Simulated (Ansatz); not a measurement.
One change: `CB(O)Br` becomes `COB(C)Br`.

Ansatz, PBE0-D4/def2-TZVP geometries, multiplicity 1. Each molecule was computed in one conformer, which needn't be the lowest.

Scalar relativity is left out up to krypton.

```csv
property,`CB(O)Br`
size of the dipole moment (B3LYP/def2-TZVPP) / D,0.72
HOMO–LUMO gap (PBE0/def2-TZVPP) / eV,8.26
HOMO energy (ωB97M-V/def2-TZVPP) / eV,-10.55
size of the dipole moment (ωB97M-V/def2-TZVPP) / D,0.76
HOMO energy (PBE/def2-TZVPP) / eV,-6.98
HOMO energy (B3LYP/def2-TZVPP) / eV,-8.03
```

Task: Give the same properties after the change, and the shifts. (Best estimate.)

Result: Ansatz gave: 
```tsv
property	`COB(C)Br`	shift
size of the dipole moment (B3LYP/def2-TZVPP) / D	1.48	0.76
HOMO–LUMO gap (PBE0/def2-TZVPP) / eV	8.17	-0.09
HOMO energy (ωB97M-V/def2-TZVPP) / eV	-10.33	0.22
size of the dipole moment (ωB97M-V/def2-TZVPP) / D	1.50	0.74
HOMO energy (PBE/def2-TZVPP) / eV	-6.78	0.20
HOMO energy (B3LYP/def2-TZVPP) / eV	-7.82	0.21
```

With PBE0 the HOMO rises by 0.21 eV and the LUMO rises by 0.12 eV, so the gap narrows by about 0.09 eV. PBE moves the HOMO by 0.20 eV and ωB97M-V by 0.22 eV. Dipoles are sizes alone; their direction can turn.

B3LYP here is the variant with VWN-RPA as its local correlation; programs differ in this.

Spin–orbit coupling is left out; it splits and shifts lone-pair levels of the heavy atoms by tenths of an eV.
